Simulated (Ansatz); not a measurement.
Diatomic TeCl, multiplicity 4 (an upper state: multiplicity 2 came lower at CCSD(T)/def2-TZVPP on PBE0 minima). No spin–orbit coupling.

Constants: fifth-degree fit in 1/R to seven points, most abundant isotopes. Runs in def2 and cc sets follow the lowest solution found near the PBE0 minimum.

The values were computed with Ansatz (an electronic-structure program).  In def2 rows elements past Kr take small-core potentials, without spin–orbit coupling.

```tsv
level	r_e (Å)	ω_e (cm⁻¹)	ω_e x_e (cm⁻¹)	B_e (cm⁻¹)	dipole (D)
PBE/def2-TZVPP	2.659	237	0.98	0.0866	2.94
PBE0/def2-TZVPP	2.624	253	1.00	0.0889	3.51
wB97X-V/def2-TZVPP	2.619	257	1.1	0.0892	3.83
CCSD/def2-TZVPP	2.641	250	1.0	0.0877	-
CCSD(T)/def2-TZVPP	2.634	256	0.88	0.0882	-
```

Correlated levels freeze the inner cores; with def2 sets outer-core shells near the valence are correlated too.
